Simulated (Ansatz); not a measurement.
Harmonic vibrations of `P[PH][GaH2]` by finite differences.

```yaml
crystal:
  periodic: [false, false, false]
  atoms:
    - {symbol: P, position_ang: [-0.729543, 0.271759, -0.929538]}
    - {symbol: P, position_ang: [0.486656, 1.285627, 0.649359]}
    - {symbol: Ga, position_ang: [0.961684, -1.021702, 0.514780]}
    - {symbol: H, position_ang: [-2.026310, 0.772094, -0.690246]}
    - {symbol: H, position_ang: [-0.400388, 1.041232, -2.065874]}
    - {symbol: H, position_ang: [-0.543337, 1.067390, 1.605885]}
    - {symbol: H, position_ang: [2.064757, -1.405023, -0.525316]}
    - {symbol: H, position_ang: [0.186491, -2.011378, 1.440942]}
basis:
  gaussian: {orbitals: def2-TZVP}
hamiltonian: {xc: pbe0, dispersion: d4}
phonons: {temperatures: {t_min: 298.15, t_max: 900, t_step: 200}}
```

```sh
$ ansatz run in.yaml --threads 2 --pin off --events-out ev --progress --plain --max-ram 4352MiB
```

Shortened log:

```
Functional definition: PBE0
mean field -71023.39152459 eV, -2610.0614971449 hartree, gradient 4.4e-5 eV, S^2 0.000000; 0 other end points of the search recorded, 0 dependent functions left out
mean field -71023.39142758 eV, -2610.0614935797 hartree, gradient 2.1e-6 eV, S^2 0.000000; 0 other end points of the search recorded, 0 dependent functions left out
mean field -71023.39145396 eV, -2610.0614945493 hartree, gradient 2.7e-6 eV, S^2 0.000000; 0 other end points of the search recorded, 0 dependent functions left out
mean field -71023.39148679 eV, -2610.0614957556 hartree, gradient 1.4e-6 eV, S^2 0.000000; 0 other end points of the search recorded, 0 dependent functions left out
mean field -71023.39145886 eV, -2610.0614947293 hartree, gradient 2.1e-6 eV, S^2 0.000000; 0 other end points of the search recorded, 0 dependent functions left out
mean field -71023.39142403 eV, -2610.0614934492 hartree, gradient 2.3e-6 eV, S^2 0.000000; 0 other end points of the search recorded, 0 dependent functions left out
mean field -71023.39148406 eV, -2610.0614956553 hartree, gradient 2.5e-6 eV, S^2 0.000000; 0 other end points of the search recorded, 0 dependent functions left out
mean field -71023.39146358 eV, -2610.0614949026 hartree, gradient 1.8e-6 eV, S^2 0.000000; 0 other end points of the search recorded, 0 dependent functions left out
mean field -71023.39147690 eV, -2610.0614953922 hartree, gradient 1.6e-6 eV, S^2 0.000000; 0 other end points of the search recorded, 0 dependent functions left out
mean field -71023.39151321 eV, -2610.0614967266 hartree, gradient 2.1e-6 eV, S^2 0.000000; 0 other end points of the search recorded, 0 dependent functions left out
mean field -71023.39145626 eV, -2610.0614946338 hartree, gradient 2.8e-6 eV, S^2 0.000000; 0 other end points of the search recorded, 0 dependent functions left out
mean field -71023.39149152 eV, -2610.0614959294 hartree, gradient 1.7e-6 eV, S^2 0.000000; 0 other end points of the search recorded, 0 dependent functions left out
mean field -71023.39145464 eV, -2610.0614945744 hartree, gradient 2.0e-6 eV, S^2 0.000000; 0 other end points of the search recorded, 0 dependent functions left out
mean field -71023.39149631 eV, -2610.0614961054 hartree, gradient 1.3e-6 eV, S^2 0.000000; 0 other end points of the search recorded, 0 dependent functions left out
mean field -71023.39146380 eV, -2610.0614949109 hartree, gradient 1.1e-6 eV, S^2 0.000000; 0 other end points of the search recorded, 0 dependent functions left out
mean field -71023.39145621 eV, -2610.0614946319 hartree, gradient 1.8e-6 eV, S^2 0.000000; 0 other end points of the search recorded, 0 dependent functions left out
mean field -71023.39148959 eV, -2610.0614958585 hartree, gradient 1.6e-6 eV, S^2 0.000000; 0 other end points of the search recorded, 0 dependent functions left out
mean field -71023.39149017 eV, -2610.0614958799 hartree, gradient 1.7e-6 eV, S^2 0.000000; 0 other end points of the search recorded, 0 dependent functions left out
mean field -71023.39147012 eV, -2610.0614951431 hartree, gradient 1.7e-6 eV, S^2 0.000000; 0 other end points of the search recorded, 0 dependent functions left out
mean field -71023.39145506 eV, -2610.0614945896 hartree, gradient 2.9e-6 eV, S^2 0.000000; 0 other end points of the search recorded, 0 dependent functions left out
mean field -71023.39147772 eV, -2610.0614954225 hartree, gradient 7.4e-7 eV, S^2 0.000000; 0 other end points of the search recorded, 0 dependent functions left out
mean field -71023.39151901 eV, -2610.0614969398 hartree, gradient 2.1e-6 eV, S^2 0.000000; 0 other end points of the search recorded, 0 dependent functions left out
mean field -71023.39150597 eV, -2610.0614964606 hartree, gradient 1.9e-6 eV, S^2 0.000000; 0 other end points of the search recorded, 0 dependent functions left out
mean field -71023.39151116 eV, -2610.0614966511 hartree, gradient 1.5e-6 eV, S^2 0.000000; 0 other end points of the search recorded, 0 dependent functions left out
mean field -71023.39152049 eV, -2610.0614969942 hartree, gradient 1.5e-6 eV, S^2 0.000000; 0 other end points of the search recorded, 0 dependent functions left out
mean field -71023.39150519 eV, -2610.0614964318 hartree, gradient 1.5e-6 eV, S^2 0.000000; 0 other end points of the search recorded, 0 dependent functions left out
mean field -71023.39152246 eV, -2610.0614970665 hartree, gradient 1.4e-6 eV, S^2 0.000000; 0 other end points of the search recorded, 0 dependent functions left out
mean field -71023.39149989 eV, -2610.0614962371 hartree, gradient 2.7e-6 eV, S^2 0.000000; 0 other end points of the search recorded, 0 dependent functions left out
mean field -71023.39150290 eV, -2610.0614963477 hartree, gradient 2.3e-6 eV, S^2 0.000000; 0 other end points of the search recorded, 0 dependent functions left out
mean field -71023.39147489 eV, -2610.0614953183 hartree, gradient 3.0e-6 eV, S^2 0.000000; 0 other end points of the search recorded, 0 dependent functions left out
mean field -71023.39148288 eV, -2610.0614956119 hartree, gradient 9.9e-7 eV, S^2 0.000000; 0 other end points of the search recorded, 0 dependent functions left out
mean field -71023.39149370 eV, -2610.0614960095 hartree, gradient 3.0e-6 eV, S^2 0.000000; 0 other end points of the search recorded, 0 dependent functions left out
mean field -71023.39148280 eV, -2610.0614956092 hartree, gradient 1.1e-6 eV, S^2 0.000000; 0 other end points of the search recorded, 0 dependent functions left out
mean field -71023.39152595 eV, -2610.0614971948 hartree, gradient 2.2e-6 eV, S^2 0.000000; 0 other end points of the search recorded, 0 dependent functions left out
mean field -71023.39151264 eV, -2610.0614967058 hartree, gradient 2.3e-6 eV, S^2 0.000000; 0 other end points of the search recorded, 0 dependent functions left out
mean field -71023.39149506 eV, -2610.0614960596 hartree, gradient 6.9e-7 eV, S^2 0.000000; 0 other end points of the search recorded, 0 dependent functions left out
mean field -71023.39148836 eV, -2610.0614958132 hartree, gradient 2.7e-6 eV, S^2 0.000000; 0 other end points of the search recorded, 0 dependent functions left out
mean field -71023.39151858 eV, -2610.0614969239 hartree, gradient 1.2e-6 eV, S^2 0.000000; 0 other end points of the search recorded, 0 dependent functions left out
mean field -71023.39148287 eV, -2610.0614956117 hartree, gradient 2.7e-6 eV, S^2 0.000000; 0 other end points of the search recorded, 0 dependent functions left out
mean field -71023.39150195 eV, -2610.0614963128 hartree, gradient 1.6e-6 eV, S^2 0.000000; 0 other end points of the search recorded, 0 dependent functions left out
mean field -71023.39153458 eV, -2610.0614975121 hartree, gradient 2.0e-6 eV, S^2 0.000000; 0 other end points of the search recorded, 0 dependent functions left out
mean field -71023.39149841 eV, -2610.0614961827 hartree, gradient 2.5e-6 eV, S^2 0.000000; 0 other end points of the search recorded, 0 dependent functions left out
mean field -71023.39150826 eV, -2610.0614965449 hartree, gradient 1.3e-6 eV, S^2 0.000000; 0 other end points of the search recorded, 0 dependent functions left out
mean field -71023.39151149 eV, -2610.0614966635 hartree, gradient 2.2e-6 eV, S^2 0.000000; 0 other end points of the search recorded, 0 dependent functions left out
mean field -71023.39151094 eV, -2610.0614966433 hartree, gradient 3.0e-6 eV, S^2 0.000000; 0 other end points of the search recorded, 0 dependent functions left out
mean field -71023.39148336 eV, -2610.0614956296 hartree, gradient 2.7e-6 eV, S^2 0.000000; 0 other end points of the search recorded, 0 dependent functions left out
mean field -71023.39152558 eV, -2610.0614971812 hartree, gradient 3.0e-6 eV, S^2 0.000000; 0 other end points of the search recorded, 0 dependent functions left out
mean field -71023.39151843 eV, -2610.0614969183 hartree, gradient 1.0e-6 eV, S^2 0.000000; 0 other end points of the search recorded, 0 dependent functions left out
mean field -71023.39149482 eV, -2610.0614960510 hartree, gradient 2.6e-6 eV, S^2 0.000000; 0 other end points of the search recorded, 0 dependent functions left out
Total energy: -71023.58621245 eV, -2610.0686517919 hartree
Atom 0 at    -0.729543     0.271759    -0.929538 Å, force     0.002298     0.000802    -0.004175 eV/Å
Atom 1 at     0.486656     1.285627     0.649359 Å, force    -0.003135     0.001976     0.001420 eV/Å
Atom 2 at     0.961684    -1.021702     0.514780 Å, force     0.000226     0.000472     0.000062 eV/Å
Atom 3 at    -2.026310     0.772094    -0.690246 Å, force    -0.000365     0.001591     0.000590 eV/Å
Atom 4 at    -0.400388     1.041232    -2.065874 Å, force    -0.001556    -0.002081     0.002466 eV/Å
Atom 5 at    -0.543337     1.067390     1.605885 Å, force     0.001521     0.000069    -0.000280 eV/Å
Atom 6 at     2.064757    -1.405023    -0.525316 Å, force     0.001300    -0.001617    -0.000529 eV/Å
Atom 7 at     0.186491    -2.011378     1.440942 Å, force    -0.000289    -0.001212     0.000446 eV/Å
Dipole moment:    -0.235958     0.096800    -0.085512 e Å
Vibrations: 128.93 161.05 297.57 353.79 395.75 446.10 542.46 607.75 640.53 653.04 718.13 847.20 1070.94 1979.89 1990.84 2395.40 2444.53 2471.18 cm⁻¹, zero-point energy 1.124852 eV
```

Hardware: 2 threads of an Arm Neoverse V2 on a shared host. Wall time 110 s, peak host memory 0.4 GiB.
